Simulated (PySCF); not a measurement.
AlI2, SMILES [I][Al][I], multiplicity 2.

Geometry optimised at B3LYP-D3(BJ)/def2-SVP. The multiplicity is an assumed one; other spin states were not compared. The isomer is the one that the SMILES or the coordinates give; other isomers of the formula were not compared. The def2 effective core potentials stand for the cores of I; spin–orbit coupling is left out.

Method: CAM-B3LYP/def2-TZVPD run with PySCF.

Isolated molecule, no solvent.

The total energy is -837.94837 hartree and the point group comes out as C2v. The α spin, highest occupied and lowest empty level comes out as -7.47 and -1.26 eV and the β spin, highest occupied and lowest empty level is -8.94 and -2.77 eV. The dipole moment comes out as 1.29 D and the quadrupole, principal values (traceless, Buckingham form, about the centre of nuclear charge) is -4.82, 2.11, 2.71 D·Å. The mean static polarisability is 109.6 bohr³ (16.23 Å³) and the polarisability, principal values is 83.0, 96.5, 149.1 bohr³. The ⟨S²⟩ comes out as 0.755 (pure state 0.75).
